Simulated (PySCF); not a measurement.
3-ethenoxyprop-1-ene (C5H8O), SMILES O(CC=C)C=C.

Geometry optimised at B3LYP-D3(BJ)/def2-SVP. The values are those of a single conformer.

Two levels are set side by side: PBE/def2-TZVP (PySCF) and ωB97X/def2-TZVP (PySCF). Same geometry, gas phase. Differences are taken from unrounded values.

```csv
quantity,ωB97X,PBE,PBE minus ωB97X
orbital gap (eV),11.31,4.53,-6.78
highest occupied level (eV),-8.95,-5.41,3.53
lowest empty level (eV),2.37,-0.88,-3.24
dipole moment (D),1.65,1.59,-0.06
mean polarisability (bohr³),66.5,69.1,2.6
```

PBE's occupied levels lie high since its potential decays too fast outside the molecule; exact exchange lowers them and widens the gap. Loosely held outer electrons make PBE densities more polarisable. Differences between two approximate levels are no errors against the true value.

Rough cost on one machine, each run with all the roots and properties that it gave: ωB97X against PBE within a factor of 2.
